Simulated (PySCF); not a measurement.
**Löwdin shares of the frontier orbitals**

Compound: C₉H₁₁F₃.
Structure used (PBE0-D3(BJ)/def2-SVP), in Å, numbered top down from 1:
```
atom  x, y, z in Å
C1     0.595    0.445    3.138
C2     0.759   -0.563    2.273
C3     1.676   -1.721    2.523
C4     0.023   -0.589    0.984
C5    -0.993    0.447    0.445
C6    -0.889   -0.643   -0.637
C7    -1.623   -0.684   -1.940
F8    -1.382    0.411   -2.667
F9    -1.257   -1.744   -2.670
F10   -2.945   -0.762   -1.753
C11   -0.955   -1.694    0.484
C12    0.637   -0.616   -0.448
H13    1.134    0.473    4.089
H14   -0.083    1.274    2.921
H15    2.184   -1.637    3.493
H16    1.121   -2.674    2.504
H17    2.445   -1.790    1.735
H18   -1.954    0.518    0.976
H19   -0.592    1.437    0.179
H20   -0.520   -2.678    0.256
H21   -1.911   -1.777    1.024
H22    1.180   -1.527   -0.740
H23    1.157    0.299   -0.771
```

Method used: TDDFT PBE0/def2-SVPD, vertical, gas phase, core orbitals frozen in the response in PySCF.

Frontier orbitals with the atoms that hold most of them (Löwdin shares over 4%, at most four atoms; ? is withheld):

```json
{"orbital": "LUMO+2", "ε (eV)": "1.00", "atoms": "C7 12%, C3 9%, F8 8%, F10 7%"}
{"orbital": "LUMO+1", "ε (eV)": "0.50", "atoms": "C3 14%, C1 9%, C12 7%, C11 7%"}
{"orbital": "LUMO", "ε (eV)": "-0.01", "atoms": "C1 33%, C2 32%, H13 7%, H14 6%"}
{"orbital": "HOMO", "ε (eV)": "?", "atoms": "?"}
{"orbital": "HOMO-1", "ε (eV)": "-9.01", "atoms": "?"}
{"orbital": "HOMO-2", "ε (eV)": "-9.42", "atoms": "C4 22%, C5 21%, C11 11%, C12 11%"}
{"orbital": "HOMO-3", "ε (eV)": "-9.61", "atoms": "C12 18%, C11 18%, C6 11%, C4 10%"}
```

(1) Give the leading atoms of the HOMO-1.

(2) Give the leading atoms of the HOMO.

(3) What is the HOMO energy, and the HOMO–LUMO gap?

Results:

(1) C4 (bonded to 4 C) 17%; C2 (bonded to 3 C) 15%; C6 (bonded to 4 C) 12%; C7 (bonded to C and 3 F) 8%.

(2) C1 (bonded to C and 2 H) 37%; C2 (bonded to 3 C) 31%; C3 (bonded to C and 3 H) 6%; C4 (bonded to 4 C) 5%.

(3) ε(HOMO) = -7.39 eV; the gap is 7.38 eV (0.2711 hartree).

Q: How does S1 compare with the orbital gap of 7.38 eV?

A: S1 is at 6.81 eV (f = 0.014), 0.56 eV below the gap, made of HOMO→LUMO+1 (93%). Its leading pair isn't HOMO and LUMO; the energies of that pair differ by 7.89 eV. Without the coupling terms of the response equations the lowest excitation would equal the gap.

Q: One configuration dominates each of S1, S2 and S7. Which, and how do the shares of the two leading atoms of either orbital change from the occupied to the empty one?

A: 
- S1 (6.81 eV, f 0.014), HOMO→LUMO+1 (93%): C1 37% → 9%, C2 31% → at most 7%, C3 6% → 14%
- S2 (7.03 eV, f 0.453), HOMO→LUMO (96%): C1 37% → 33%, C2 31% → 32%
- S7 (8.01 eV, f 0.0021), HOMO-2→LUMO (92%): C4 22% → at most 6%, C5 21% → at most 6%, C1 at most 12% → 33%, C2 at most 12% → 32%

Löwdin shares depend on the basis, the more so with diffuse functions.

One conformer stands for the species.
